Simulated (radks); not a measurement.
Results of a calculation; reference values are marked as such.
Neutral rhodium inside a hard spherical wall (all orbitals vanish at R), configuration held at [Kr] 4d8 5s1 and not refilled when levels cross. Code: a radial shooting solver on a logarithmic mesh with Libxc functionals. Model: scalar-relativistic Kohn-Sham, PBE, spin-polarised, spherical densities, finite nucleus; open shells are filled with parallel spins first (spin-orbit coupling, left out, can overturn this in heavy ions); Fermi nuclear charge, rms radius 4.4945 fm. Eigenvalues in eV for spin up, with the zero of energy where the potential of the charges vanishes at infinity; a dash marks a level that is unbound or too diffuse for the functional's potential to be trusted. A positive occupied level is held by the wall or, in an anion where self-interaction has pushed it up, behind a barrier. The pressure on the wall is -dE/dV.

R (bohr)  E (hartree)  kinetic (hartree)    e(4s)    e(4p)   e(4d)   e(5s)  e(5p, empty)  e(6s, empty)  pressure (GPa)
free      -4784.06951           4954.467  -82.967  -50.936  -6.520  -4.762        -1.117             -               0
15        -4784.06951           4954.467  -82.967  -50.936  -6.520  -4.761        -1.109         0.280        < 0.0001
8         -4784.06668           4954.490  -82.810  -50.779  -6.373  -4.602        -0.504         4.428           0.116
7         -4784.06075           4954.528  -82.590  -50.560  -6.171  -4.358         0.062         7.219           0.476
6         -4784.04173           4954.635  -82.066  -50.043  -5.700  -3.734         1.246        12.332            2.12
5         -4783.97620           4954.957  -80.774  -48.780  -4.549  -2.047         3.967        22.575            11.0
4         -4783.71949           4956.072  -77.409  -45.538  -1.501   3.040        11.185        45.962            71.8
3.5       -4783.34414           4957.582  -73.936  -42.227   1.801   9.219        19.343        69.523             211
2         -4772.36696           4997.807  -33.408   -1.042  50.036  123.25        149.41        365.15           16100
